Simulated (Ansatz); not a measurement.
W(O)2(F)2 cation (F2O2W), SMILES [O]=[W](=[O])([F])[F] (connectivity only; charge and spin as stated), charge +1, multiplicity 2.

Geometry optimised at B3LYP-D3(BJ)/def2-SVP. The spin state was assumed, not searched. The isomer is the one that the SMILES or the coordinates give; other isomers of the formula were not compared. The def2 effective core potentials stand for the cores of W; spin–orbit coupling is left out.

Two levels are set side by side: PBE/def2-SVPD (Ansatz, a first-principles code) and CAM-B3LYP/def2-SVPD (Ansatz). Energy differences of separate SCF runs at the same geometry; the states with an electron removed or added have multiplicity 3 and 1. Differences are taken from unrounded values.

```csv
quantity,CAM-B3LYP
vertical ionisation energy (eV),20.44
vertical electron affinity (eV),11.71
```

### Question
What does PBE give, and how far is it from CAM-B3LYP? (Estimate from the structure and the level; the computed values follow.)

### Answer

```tsv
quantity	PBE	PBE minus CAM-B3LYP
vertical ionisation energy (eV)	19.95	-0.49
vertical electron affinity (eV)	11.45	-0.25
```
